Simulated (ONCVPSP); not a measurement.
## What one change does to a pseudopotential (cadmium, ONCV)

* Element: cadmium
* Generator: ONCVPSP 4.0.1
* Type: optimised norm-conserving Vanderbilt (ONCV)
* Functional: PBE
* Relativity: scalar-relativistic
* Frozen core: [Ar] 3d10
* Valence charge: 20
* Reference configuration: 4s2 4p6 4d10 5s2
* Partial waves: 4s+5s: rc 1.65 bohr, ncon 4, nbas 7, qcut 8 1/bohr, 2 projectors; 4p: rc 1.15 bohr, ncon 4, nbas 7, qcut 12.1 1/bohr, 2 projectors, debl 1.7 Ha; 4d: rc 1.15 bohr, ncon 5, nbas 10, qcut 8.7 1/bohr, 3 projectors, debl 1.8 Ha
* Local potential: polynomial inside 1.10 bohr (lpopt 3, dvloc0 6 Ha)
* Core correction: Teter function, fcfact 4.25, rcfact 1.55

In the p channel the program set the typed energies aside and used -2.461, 0.250 Ha.

All-electron outer shells of the reference configuration (PBE, scalar-relativistic, ld1.x):

```tsv
shell	level (eV)	outermost node (bohr)	outermost maximum (bohr)
3d	-393.64	–	0.27
4s	-105.92	0.43	0.79
4p	-66.97	0.43	0.84
4d	-11.73	0.42	0.98
5s	-5.66	1.07	2.35
```

Change: local potential polynomial inside 1.10 bohr (lpopt 3, dvloc0 7 Ha).

Cutoffs: the cutoffs (Ha) at which the residual kinetic energy of the hardest occupied pseudo-wave falls to 1 and 0.1 mHa per electron; they do not see the model core or the augmentation charge, which bear on the density cutoff. Errors are all-electron minus pseudo energies relative to the spin-unpolarised reference configuration.

Problem. Predict the effect on cutoff, ghosts and configuration errors.

Solution. The potential gets neither clearly harder nor softer (51 Ha and 94 Ha → 51 Ha and 94 Ha); the bound ghosts move from d, s to d; of the 4 tests that both files solve, the error grows in 0 and shrinks in 2 by more than 15 % and 0.3 meV (median size 14.5 → 12.0 meV). In the separable form a ghost depends on how the local part lies against the semilocal potential of the channel, so the choice of the local part can create or remove one.

```tsv
quantity	base	changed
cutoff, loose	51 Ha	51 Ha
cutoff, tight	94 Ha	94 Ha
bound ghosts	s, d	d
GHOST(+) flags under 300 eV	none	none
error for 4s2 4p6 4d10 5s1, meV [ΔE 9.27 eV]	-2.6	-2.4
error for 4s2 4p6 4d10 5s0, meV [ΔE 26.40 eV]	-11	-9.7
error for 4s2 4p6 4d9 5s0, meV [ΔE 64.41 eV]	-18	-14
error for 4s2 4p6 4d8 5s0, meV [ΔE 118.47 eV]	-25	-17
s: phases at 1.68 bohr within 0.05 rad from the reference energy up to (Ha; the scan ends near 5)	to the end of the scan	to the end of the scan
p: phases at 1.17 bohr within 0.05 rad from the reference energy up to (Ha; the scan ends near 5)	to the end of the scan	to the end of the scan
d: phases at 1.17 bohr within 0.05 rad from the reference energy up to (Ha; the scan ends near 5)	to the end of the scan	to the end of the scan
rms error of d²Exc/dni dnj with the model core, mHa	2.90	2.89
```

 A true bound ghost makes a file unfit for plane-wave use even where its test errors are small: the radial tests pick states by their node count and pass the ghost by.
